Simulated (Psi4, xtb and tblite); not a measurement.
Conformational energy of C8H7NSe, SMILES c1c[nH]c(-c2ccc[se]2)c1. Scanned: dihedral N3–C4–C5–Se9; all other coordinates were relaxed at GFN2-xTB. Points at φ and −φ are mirror images. Heavy atoms are numbered in the order of the SMILES c1c[nH]c(-c2ccc[se]2)c1, hydrogens after them in the order of the atoms that carry them; the mirror image has the same energies with the sign of each dihedral reversed.

Levels of theory: B3LYP/def2-SVP // GFN2-xTB (Psi4); GFN2-xTB (xtb and tblite); B3LYP-D3(BJ)/def2-SVP // GFN2-xTB (Psi4).

Energies in kJ/mol, each method relative to its own lowest point.

```json
[
 {"φ / °": "-150", "B3LYP/def2-SVP": "0.0", "GFN2-xTB": "5.8", "B3LYP-D3(BJ)/def2-SVP": "0.0"},
 {"φ / °": "-120", "B3LYP/def2-SVP": "5.1", "GFN2-xTB": "15.5", "B3LYP-D3(BJ)/def2-SVP": "5.8"},
 {"φ / °": "-90", "B3LYP/def2-SVP": "11.2", "GFN2-xTB": "22.2", "B3LYP-D3(BJ)/def2-SVP": "12.6"},
 {"φ / °": "-60", "B3LYP/def2-SVP": "5.3", "GFN2-xTB": "13.7", "B3LYP-D3(BJ)/def2-SVP": "6.0"},
 {"φ / °": "-30", "B3LYP/def2-SVP": "1.2", "GFN2-xTB": "3.3", "B3LYP-D3(BJ)/def2-SVP": "1.2"},
 {"φ / °": "0", "B3LYP/def2-SVP": "2.6", "GFN2-xTB": "0.0", "B3LYP-D3(BJ)/def2-SVP": "2.3"},
 {"φ / °": "30", "B3LYP/def2-SVP": "1.2", "GFN2-xTB": "3.3", "B3LYP-D3(BJ)/def2-SVP": "1.2"},
 {"φ / °": "60", "B3LYP/def2-SVP": "5.3", "GFN2-xTB": "13.7", "B3LYP-D3(BJ)/def2-SVP": "6.0"},
 {"φ / °": "90", "B3LYP/def2-SVP": "11.2", "GFN2-xTB": "22.2", "B3LYP-D3(BJ)/def2-SVP": "12.6"},
 {"φ / °": "120", "B3LYP/def2-SVP": "5.1", "GFN2-xTB": "15.5", "B3LYP-D3(BJ)/def2-SVP": "5.8"},
 {"φ / °": "150", "B3LYP/def2-SVP": "0.0", "GFN2-xTB": "5.8", "B3LYP-D3(BJ)/def2-SVP": "0.0"},
 {"φ / °": "180", "B3LYP/def2-SVP": "0.3", "GFN2-xTB": "2.5", "B3LYP-D3(BJ)/def2-SVP": "0.1"}
]
```
